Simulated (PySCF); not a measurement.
Cl2Te, septet, at a GFN2-xTB geometry of the parent state (a higher spin typed on purpose: for a closed-shell molecule this is an excited state) (core potentials on Te); PySCF with M062X/def2-SVP.

The PySCF input:
```python
from pyscf import gto, scf, dft

mol = gto.Mole()
mol.atom = '''
    Te   -0.068246   -0.051895    0.739223
    Cl    1.149156    1.355091   -1.200721
    Cl   -0.940405   -1.196353   -1.060433
'''
mol.basis = 'def2-svp'
mol.ecp = {'Te': 'def2-svp'}
mol.charge = 0
mol.spin = 6
mol.verbose = 4
mol.build()

mf = dft.ROKS(mol)
mf.xc = 'm062x'
mf.kernel()
```

Task: Predict the main parts of the log of this PySCF run.

Result: 
```
PySCF version 2.14.0

[INPUT] verbose = 4
[INPUT] num. atoms = 3
[INPUT] num. electrons = 58
[INPUT] charge = 0
[INPUT] spin (= nelec alpha-beta = 2S) = 6
[INPUT] symmetry False subgroup None
[INPUT] Mole.unit = angstrom
[INPUT] Symbol           X                Y                Z      unit          X                Y                Z       unit  Magmom
[...]
nuclear repulsion = 220.355334572087
number of shells = 26
number of NR pGTOs = 133
number of NR cGTOs = 62
basis = def2-svp
ecp = {'Te': 'def2-svp'}

******** <class 'pyscf.dft.roks.ROKS'> ********
method = ROKS
initial guess = minao
damping factor = 0
level_shift factor = 0
DIIS = <class 'pyscf.scf.diis.CDIIS'>
diis_start_cycle = 1
diis_space = 8
diis_damp = 0
SCF conv_tol = 1e-09
SCF conv_tol_grad = None
SCF max_cycles = 50
direct_scf = True
direct_scf_tol = 1e-13
num. doubly occ = 26  num. singly occ = 6
XC library pyscf.dft.libxc version 7.1.2
    S. Lehtola, C. Steigemann, M. J. T. Oliveira, and M. A. L. Marques,  SoftwareX 7, 1–5 (2018)
XC functionals = m062x
    Y. Zhao and D. G. Truhlar,  Theor. Chem. Acc. 120, 215 (2008)
    Y. Zhao and D. G. Truhlar,  Theor. Chem. Acc. 120, 215 (2008)
radial grids:
    Treutler-Ahlrichs [JCP 102, 346 (1995); DOI:10.1063/1.469408] (M4) radial grids

becke partition: Becke, JCP 88, 2547 (1988); DOI:10.1063/1.454033
pruning grids: <function nwchem_prune>
grids dens level: 3
symmetrized grids: False
atomic radii adjust function: <function treutler_atomic_radii_adjust>
small_rho_cutoff = 0
Set gradient conv threshold to 3.16228e-05
tot grids = 59720
init E= -1160.22954107297
[...]
cycle= 1 E= -1184.51619587727  delta_E= -24.3  |g|= 2.65  |ddm|= 8.17
[...]
cycle= 2 E= -1179.0174182661  delta_E=  5.5  |g|= 4.28  |ddm|= 11.4

WARN: HOMO 0.454033479706794 >= LUMO -0.317552893598279

cycle= 3 E= -1184.78476092192  delta_E= -5.77  |g|=  1.2  |ddm|=  9.8

WARN: HOMO 0.324252682791245 >= LUMO 0.0147705667961375

cycle= 4 E= -1183.46628873304  delta_E= 1.32  |g|= 2.11  |ddm|= 9.48

WARN: HOMO 0.437584664449119 >= LUMO 0.259128801900715

cycle= 5 E= -1186.96972579903  delta_E= -3.5  |g|= 0.744  |ddm|= 8.32
[...]
cycle= 6 E= -1187.12157203938  delta_E= -0.152  |g|= 0.593  |ddm|= 11.3
[...]
cycle= 7 E= -1187.2330306878  delta_E= -0.111  |g|= 0.421  |ddm|=    1
[...]
cycle= 8 E= -1187.25081714582  delta_E= -0.0178  |g|= 0.463  |ddm|= 1.84
[...]
cycle= 9 E= -1187.28311280326  delta_E= -0.0323  |g|= 0.372  |ddm|= 0.714
[...]
cycle= 10 E= -1187.32503742515  delta_E= -0.0419  |g|= 0.282  |ddm|= 0.301
[...]
cycle= 11 E= -1187.36072455604  delta_E= -0.0357  |g|= 0.185  |ddm|= 0.324
[...]
cycle= 12 E= -1187.3877538709  delta_E= -0.027  |g|= 0.0783  |ddm|= 0.296
[...]
cycle= 13 E= -1187.39521759971  delta_E= -0.00746  |g|= 0.0301  |ddm|= 0.197
[...]
cycle= 14 E= -1187.39775835408  delta_E= -0.00254  |g|= 0.0142  |ddm|= 0.25
[...]
cycle= 15 E= -1187.39853367968  delta_E= -0.000775  |g|= 0.0116  |ddm|= 0.233
[...]
cycle= 16 E= -1187.39907343173  delta_E= -0.00054  |g|= 0.00935  |ddm|= 0.215
[...]
cycle= 17 E= -1187.39972988733  delta_E= -0.000656  |g|= 0.00589  |ddm|= 0.313
[...]
cycle= 18 E= -1187.40000730996  delta_E= -0.000277  |g|= 0.00608  |ddm|= 0.119
[...]
cycle= 19 E= -1187.40047770928  delta_E= -0.00047  |g|= 0.00351  |ddm|= 0.242
[...]
cycle= 20 E= -1187.40067392398  delta_E= -0.000196  |g|= 0.00498  |ddm|= 0.0652
[...]
cycle= 21 E= -1187.40094062122  delta_E= -0.000267  |g|= 0.00578  |ddm|= 0.294
[...]
cycle= 22 E= -1187.40097551926  delta_E= -3.49e-05  |g|= 0.00558  |ddm|= 0.0451
[...]
cycle= 23 E= -1187.40096553038  delta_E= 9.99e-06  |g|= 0.00229  |ddm|= 0.15
[...]
cycle= 24 E= -1187.40100410378  delta_E= -3.86e-05  |g|= 0.00148  |ddm|= 0.0366
[...]
cycle= 25 E= -1187.40103548943  delta_E= -3.14e-05  |g|= 0.000648  |ddm|= 0.0712
[...]
cycle= 26 E= -1187.40103831916  delta_E= -2.83e-06  |g|= 0.000491  |ddm|= 0.0148
[...]
cycle= 27 E= -1187.4010390064  delta_E= -6.87e-07  |g|= 0.000329  |ddm|= 0.00887
[...]
cycle= 28 E= -1187.40103914058  delta_E= -1.34e-07  |g|= 8.11e-05  |ddm|= 0.00398
[...]
cycle= 29 E= -1187.40103920416  delta_E= -6.36e-08  |g|= 3.7e-05  |ddm|= 0.00264
[...]
cycle= 30 E= -1187.40103921698  delta_E= -1.28e-08  |g|= 1.85e-05  |ddm|= 0.000984
[...]
cycle= 31 E= -1187.40103922076  delta_E= -3.78e-09  |g|= 1.09e-05  |ddm|= 0.000777
[...]
cycle= 32 E= -1187.40103922195  delta_E= -1.19e-09  |g|= 8.39e-06  |ddm|= 0.000195
[...]
cycle= 33 E= -1187.40103922284  delta_E= -8.92e-10  |g|= 7.96e-06  |ddm|= 9.02e-05
[...]
Extra cycle  E= -1187.40103922363  delta_E= -7.92e-10  |g|= 7.83e-06  |ddm|= 7.51e-05
converged SCF energy = -1187.40103922363
```
